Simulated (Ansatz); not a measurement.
Compare A (`O[SiH2]SC[SiH3]`) with its isomer B (`[SiH3]OC([SiH3])S`).

Isolated molecules relaxed with PBE0-D4/def2-TZVP in Ansatz; ΔE leaves out vibrations. CCSD(T)/CBS is the MP2 limit (def2-TZVPP, def2-QZVPP) plus CCSD(T) − MP2 in def2-TZVPP, frozen cores. Functionals use def2-TZVPP. B3LYP here is the variant with VWN-RPA as its local correlation; programs differ in this. Each species was taken in one conformer, which may not be the lowest.

Problem. Which is lower in electronic energy at CCSD(T)/CBS, and by how much? (Estimate.)

Solution. Ansatz gave: A, by 153.9 kJ/mol.

Problem. Give E(B) − E(A) in kJ/mol with B3LYP-D4, r2SCAN-D4, PBE0-D4, PBE-D4, MP2/def2-TZVPP, CCSD/def2-TZVPP, ωB97M-V. (Estimate.)

Solution. The calculation gave: B3LYP-D4 142.9, r2SCAN-D4 151.4, PBE0-D4 152.5, PBE-D4 147.0, MP2/def2-TZVPP 156.8, CCSD/def2-TZVPP 147.8, ωB97M-V 149.2. None reverses the order clearly.

Largest T1 diagnostic: 0.012.

From PBE to PBE0 (25 % exact exchange), in def2-TZVPP and without D4, E(B) − E(A) moves by +5.5 kJ/mol.
